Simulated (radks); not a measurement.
Coulomb parameter of the 3d shell of the nickel ion Ni2+ in the model configuration [Ar] 3d6.5 4s1.5, as a second difference U = [E(n + 0.5) + E(n - 0.5) - 2 E(n)] / (0.5)^2 with all orbitals relaxed. "Bare": the charge of the atom changes with n. "Screened": the 4s shell takes up the change at fixed total charge, which measures U(3d,3d) + U(4s,4s) - 2 U(3d,4s). Calculated with a radial shooting solver on a logarithmic mesh with Libxc functionals: Dirac Kohn-Sham, PBE, spin-unpolarised, spherical densities, point nucleus; open shells are shared between the two j in proportion to 2j + 1. Estimate both.

Answer. U(bare) = 19.274 eV, U(screened by 4s) = 5.172 eV.
